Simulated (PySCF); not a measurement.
C3H10ClNSi, SMILES CN(C)[Si@@H](C)Cl.

The structure is a stationary point at B3LYP-D3(BJ)/def2-SVP. The structure was generated by enumeration; whether it is a known compound was not checked. The values are those of a single conformer.

All values below come from PBE0/def2-TZVP run with PySCF.

Computed frontier levels, gap, dipole moment and polarisability:
```yaml
highest_occupied_level: -6.69 eV
lowest_empty_level: 1.07 eV
orbital_gap: 7.76 eV
dipole_moment: 2.23 D
quadrupole, principal values (traceless, Buckingham form, about the centre of nuclear charge): -5.97, 1.31, 4.66 D·Å
mean_static_polarisability: 81.8 bohr³ (12.13 Å³)
polarisability_principal_values: 74.5, 82.1, 88.9 bohr³
```
